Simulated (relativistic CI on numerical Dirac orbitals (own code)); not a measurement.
These numbers are calculated, not measured: Dirac-Coulomb-Breit CI, separate exchange-only KLI orbitals for each configuration, a model potential for QED, valence Slater integrals scaled by 0.85, configuration energies shifted to the measured levels that pair with them (semi-empirical) (own radial code, finite nucleus).

CI space (outside the closed core 1s2): 2s2.2p4, 2s.2p5, 2s2.2p3.3s, 2s2.2p3.3p, 2p6, 2s2.2p3.3d, 2s2.2p3.4s, 2s2.2p3.4p, 2s2.2p3.4d, 2s2.2p3.4f, 2s2.2p2.3s2, 2s2.2p2.3s.3p, 2s2.2p2.3p2, 2s2.2p2.3s.3d. Levels of other configurations are missing.

Configurations whose levels could be paired with our table of measured levels were shifted onto them, all but the ground configuration, by the median error of their levels; single terms can still be off by 1,000 to 2,000 cm⁻¹ or more, and rates follow the energies as ν³ (E1, M1) or ν⁵ (E2). The others borrow a shift and can be off by several thousand cm⁻¹ or more. The fine structure of a lone outer electron comes out too small, for d and f at times inverted, and misplaced configurations move strength between like terms. 22 of the 23 excited levels that our extract of the measured tables holds in this range could be paired (the sources list more); they are missed by 1037 cm⁻¹ on average and 6644 at most, after the shifts were fitted to these levels, and levels without a partner can miss by more.

Outline of the computed level scheme of F II. Lowest level of each configuration: 2s2.2p4 3P_2 at 0.0000 eV; 2s.2p5 3P°_2 at 20.4331 eV; 2s2.2p3.3s 5S°_2 at 21.9260 eV; 2s2.2p3.3p 5P_1 at 25.1351 eV; 2s2.2p3.3d 5D°_4 at 28.5507 eV; 2s2.2p3.4s 5S°_2 at 29.1560 eV.

Some strong electric-dipole decays among the lowest 45 levels: 2s2.2p3.3s 1P°_1 → 2s2.2p4 1D_2 (1.4e+10 s⁻¹); 2s.2p5 3P°_0 → 2s2.2p4 3P_1 (5.1e+09 s⁻¹); 2s.2p5 3P°_2 → 2s2.2p4 3P_2 (3.8e+09 s⁻¹); 2s.2p5 1P°_1 → 2s2.2p4 1D_2 (3.4e+09 s⁻¹); 2s2.2p3.3s 1D°_2 → 2s2.2p4 1D_2 (3.2e+09 s⁻¹); 2s.2p5 1P°_1 → 2s2.2p4 1S_0 (2.4e+09 s⁻¹); 2s2.2p3.3s 3S°_1 → 2s2.2p4 3P_2 (2.3e+09 s⁻¹); 2s.2p5 3P°_1 → 2s2.2p4 3P_2 (2.1e+09 s⁻¹).

Rates of lines that live on the mixing of spin multiplicities can be off by large factors.
